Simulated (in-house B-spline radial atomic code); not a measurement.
Radial electron density of Tl VII (Tl6+), [Kr] 4d10 4f14 5s2 5p5 5d7 7g1. Computed with a radial B-spline atomic code at the basis-set limit: Dirac-Hartree-Fock, average of configuration, Fermi nucleus of rms radius 5.4759 fm.

Columns: r (bohr), 4πr²n(r) (electrons per bohr), bar.

```
0.000407    3.042 #
0.000522    4.489 #
0.000671      6.6 ##
0.000861    9.598 ###
 0.00111    13.92 ####
 0.00142    19.72 ######
 0.00182     27.6 ########
 0.00234    38.08 ###########
   0.003     51.1 ###############
 0.00385    66.61 ###################
 0.00495    83.68 ########################
 0.00635    99.96 #############################
 0.00815    112.6 #################################
  0.0105    118.4 ###################################
  0.0134      116 ##################################
  0.0172    108.6 ################################
  0.0221    104.5 ###############################
  0.0284    113.1 #################################
  0.0365    133.9 #######################################
  0.0468    150.6 ############################################
  0.0601    145.2 ##########################################
  0.0772    124.8 ####################################
  0.0991    121.9 ####################################
   0.127    139.6 #########################################
   0.163    133.5 #######################################
    0.21    94.23 ############################
   0.269    80.38 #######################
   0.345    94.27 ############################
   0.443    80.99 ########################
   0.569    45.85 #############
   0.731    26.74 ########
   0.938    20.67 ######
     1.2    13.16 ####
    1.55     5.22 ##
    1.99    1.285 
    2.55   0.2237 
    3.27  0.02654 
     4.2  0.02322 
    5.39  0.09349 
    6.92 0.0003933 
    8.88   0.1462 
    11.4   0.1291 
    14.6  0.01403 
    18.8 0.0001664 
    24.1 1.802e-07 
      31 3.008e-12
```

On this grid the curve has 6 maxima, near 0.0105, 0.0468, 0.127, 0.345, 5.39, 8.88 bohr.

The 7g9/2 radial function P(r) = rR(r), positive near the nucleus, with its small component Q(r) (sign convention: Q ≈ (P' + κP/r)/2c):

| r (bohr) | P | Q |
| --- | --- | --- |
| 0.163 | 0.0005381 | -1.968e-05 |
| 0.269 | 0.002543 | -7.405e-05 |
| 0.443 | 0.009534 | -0.0001957 |
| 0.731 | 0.03245 | -0.0004219 |
| 1.2 | 0.1016 | -0.0008756 |
| 1.99 | 0.2466 | -0.001781 |
| 3.27 | 0.1368 | -0.0018 |
| 5.39 | -0.3057 | 0.001177 |
| 8.88 | 0.3826 | -0.0004091 |
| 14.6 | 0.1183 | -0.0003406 |
| 24.1 | 0.0004236 | -1.354e-06 |
